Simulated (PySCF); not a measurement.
Structure from 2D NMR

Compound of formula C3H9NOSi2. Correlations simulated from computed shifts and the bond graph:

HSQC (one-bond C–H):
| δH | δC |
| --- | --- |
| 7.94 | 164.3 |
| 1.16 | 8.8 |
| 0.56 | 8.8 |

COSY cross peaks (H two or three bonds apart, from the bond graph; peaks can be absent where the dihedral angle is near 90°):
| δH | δH |
| --- | --- |
| 7.94 | 4.33 |
| 2.77 | 2.67 |
| 2.77 | 1.16 |
| 2.77 | 0.56 |
| 2.67 | 1.16 |
| 2.67 | 0.56 |
| 1.16 | 0.56 |

HMBC (two and three bonds, from the bond graph):
| δH | δC |
| --- | --- |
| 7.94 | 19.9 |
| 4.54 | 19.9, 8.8 |
| 4.33 | 164.3, 19.9, 8.8 |
| 2.77 | 19.9, 8.8 |
| 2.67 | 19.9, 8.8 |
| 1.16 | 19.9 |
| 0.56 | 19.9 |

Carbons without hydrogens: δ 19.9.

One computed conformer, fast rotation and ring inversion assumed for equivalent nuclei, in vacuum, relativity neglected. Structure optimised with GFN2-xTB; shieldings: GIAO PBE0/pcSseg-1; PySCF 2.14.0 with density-fitted response routines.

Referencing at the same level of theory: TMS for ¹H (σ = 31.72 ppm), ¹³C (σ = 186.93 ppm).

Exchangeable hydrogens are left out of these lists.

Question: Which molecule is this?

Answer: SMILES O=CN[C@]1([SiH3])C[SiH2]1.

Mapped SMILES: `[O:1]=[CH:2][NH:3][C@:4]1([SiH3:5])[CH2:6][SiH2:7]1`. Hydrogens are named by the atom that carries them. Ha(C6), Ha(Si7) are pro-R; Hb(C6), Hb(Si7) are pro-S.

δC 164.3 is C2, an amide carbonyl carbon (δH 7.94). δC 19.9 is C4, a three-membered-ring carbon. δC 8.8 is C6, a three-membered-ring carbon (δH 0.56, 1.16). HMBC from δH 7.94 reaches the proton-free carbon C4. HMBC from δH 4.54 reaches the proton-free carbon C4. HMBC from δH 2.77 reaches the proton-free carbon C4. HMBC from δH 2.67 reaches the proton-free carbon C4. COSY links 7.94–4.33, 2.77–2.67, 2.77–1.16, 2.77–0.56, 2.67–1.16, 2.67–0.56.

This is the structure that produced the data.

OH/NH shifts are gas-phase values; hydrogen bonding in solution moves them, usually downfield. Shifts are as computed. Against solution values, carbons near 30 ppm lie about +3 ppm off and those near 130 ppm about +5 ppm. Of 1211 compounds with measured shifts, 218 miss one by over three times the rms of a fit or turn the order of signals round; such compounds aren't used in these exercises. The C=O carbon of an acid or of an amide with N–H lies up to 10 ppm further downfield in solution, through hydrogen bonding that the calculation lacks.
